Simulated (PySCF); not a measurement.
NICS in isomers of C6H9N3Si.

Definitions: NICS(0) = −σiso at the ring centroid; NICS(1) = −σiso and NICS(1)zz = −σzz at ±1 Å along the ring normal z. Level: GIAO PBE0/pcSseg-1 (PySCF, non-relativistic, gas phase) on the GFN2-xTB geometries, one conformer each. Atom numbers follow the mapped SMILES.

**Question.** Order these rings by mean NICS(1)zz, lowest (most negative) first (ppm).
A. ring N4–N5–C6–C7–C8 in `[CH3:1][SiH:2]([CH3:3])[n:4]1[n:5][cH:6][cH:7][c:8]1[C:9]#[N:10]`
B. ring C2–N3–N4–N5–C6–C7 in `[SiH3:1][c:2]1[n:3][n:4][n:5][cH:6][c:7]1[CH:8]1[CH2:9][CH2:10]1`
C. ring C3–C4–N5–N6–N10 in `[CH:1]#[C:2][c:3]1[cH:4][n:5][n:6]([SiH:7]([CH3:8])[CH3:9])[n:10]1`

**Answer.** C (-33.0), A (-31.2), B (-26.0).

```tsv
SMILES	ring	NICS(0)	NICS(1)	NICS(1)zz	HOMA	rms pucker (Å)	ring atoms with four or more neighbours
C#Cc1cnn([SiH](C)C)n1	5-membered ring with 3 N; formal bonds all aromatic	-13.3	-13.3	-33.0	0.95	0.00	0
C[SiH](C)n1nccc1C#N	5-membered ring with 2 N; formal bonds all aromatic	-13.4	-12.4	-31.2	0.96	0.00	0
[SiH3]c1nnncc1C1CC1	6-membered ring with 3 N; formal bonds all aromatic	-3.4	-11.0	-26.0	0.97	0.00	0
```

NICS(0) gives another order. The isotropic NICS(1) gives the same order. HOMA uses Krygowski's 1993 parameters. NICS(1) and NICS(1)zz are means over the two faces.
